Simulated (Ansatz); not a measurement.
Geometry optimisation, RKS PBE/def2-SVP (Ansatz).

The input (input.yaml):

```yaml
crystal:
  periodic: [false, false, false]
  atoms:
    - { symbol: "N", position_ang: [0.11424, 0.72872, -1.13304] }
    - { symbol: C, position_ang: [0.17867, 0.1623, -0.00899] }
    - { symbol: Mg, position_ang: [1.82091, 1.09131, 0.97222] }
    - { symbol: Si, position_ang: [-1.13524, -1.17694, 0.28548] }
    - { symbol: H, position_ang: [0.82609, 1.46734, -1.31188] }
    - { symbol: H, position_ang: [2.50796, 2.26809, -0.0299] }
    - { symbol: H, position_ang: [-2.03575, -1.39296, -0.84254] }
    - { symbol: H, position_ang: [-0.38679, -2.40916, 0.59496] }
    - { symbol: H, position_ang: [-1.89009, -0.73871, 1.47369] }
basis:
  gaussian: { orbitals: def2-SVP }
hamiltonian:
  xc: pbe
relax:
  f_tol: 0.015
  max_steps: 40
output:
  orbitals: {}
```

Launched with:

```bash
$ ansatz run input.yaml --threads 1 --pin off --max-ram 2048MiB --backend cpu --events-out ev --progress --plain --runs-dir out
```

Q: Where does it end, and by what steps?

A: The forces met the threshold. After 13 steps the energy has fallen by 0.332 eV; H6 moved furthest, 1.58 Å.

| step | energy less start (eV) | largest force component (eV/Å) | accepted |
| --- | --- | --- | --- |
| 0 | 0.0000 | 1.306 | yes |
| 1 | -0.1472 | 0.380 | yes |
| 2 | -0.1790 | 0.206 | yes |
| 3 | -0.2086 | 0.165 | yes |
| 4 | -0.2228 | 0.356 | yes |
| 5 | -0.2498 | 0.364 | yes |
| 6 | -0.2796 | 0.318 | yes |
| 7 | -0.3033 | 0.244 | yes |
| 8 | -0.3176 | 0.184 | yes |
| 9 | -0.3256 | 0.158 | yes |
| 10 | -0.3300 | 0.173 | yes |
| 11 | -0.3306 | 0.098 | yes |
| 12 | -0.3315 | 0.107 | yes |
| 13 | -0.3319 | 0.005 | yes |

```xyz
9
Properties=species:S:1:pos:R:3
N -0.290 0.663 -1.692
C 0.035 0.299 -0.490
Mg 1.674 1.134 0.678
Si -1.006 -1.079 0.320
H 0.328 1.418 -2.058
H 3.006 1.919 1.425
H -2.128 -1.642 -0.515
H -0.057 -2.188 0.716
H -1.560 -0.525 1.614
```

Whether the end is a true minimum wasn't checked by a vibrational analysis.

The run took 73 s on 1 thread of Intel(R) Xeon(R) Processor @ 2.50GHz (Skylake/Cascade Lake) (shared host), peak memory 0.16 GiB.
